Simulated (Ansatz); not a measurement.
Stepwise reaction of `F[SiH2]N[SiH3]` with water, as a gas-phase model of exchange steps in deposition or etching. ΔE in kJ/mol.

Calculated with Ansatz (gas phase, PBE0-D4/def2-TZVP geometries, no zero-point term in ΔE). CCSD(T)/CBS is the MP2 limit (def2-TZVPP, def2-QZVPP) plus CCSD(T) − MP2 in def2-TZVPP, frozen cores. This one scheme is used for every species. DFT in def2-TZVPP. B3LYP here is the variant with VWN-RPA as its local correlation; programs differ in this. Each species was taken in one conformer, which may not be the lowest.

| step | reaction | PBE-D4 | B3LYP-D4 | ωB97M-V | CCSD(T)/CBS |
| --- | --- | --- | --- | --- | --- |
| 2 | `O[SiH](F)N[SiH3]` + H₂O → `O[SiH2]N[SiH](O)F` + H₂ | -84.1 | -89.6 | -90.0 | -87.2 |

(1) Give the row of step 1, `F[SiH2]N[SiH3]` + H₂O → `O[SiH](F)N[SiH3]` + H₂. (Estimate.)

(2) By hand: ΔE of the 2 steps together at CCSD(T)/CBS.

Results:

(1) The calculation gave: 
```
step                                          reaction  PBE-D4  B3LYP-D4  ωB97M-V  CCSD(T)/CBS
   1  `F[SiH2]N[SiH3]` + H₂O → `O[SiH](F)N[SiH3]` + H₂   -90.7     -97.4    -98.6        -95.1
```

(2) (-95.1) + (-87.2) = -182.3 kJ/mol, or -91.2 kJ/mol a step.

In ΔE each step is higher than the one before. All are downhill at CCSD(T)/CBS. PBE-D4 differs from CCSD(T)/CBS by 3.1 to 4.4 kJ/mol a step. Isolated molecules leave out the surface, adducts and barriers. Largest T1 diagnostic: 0.011.
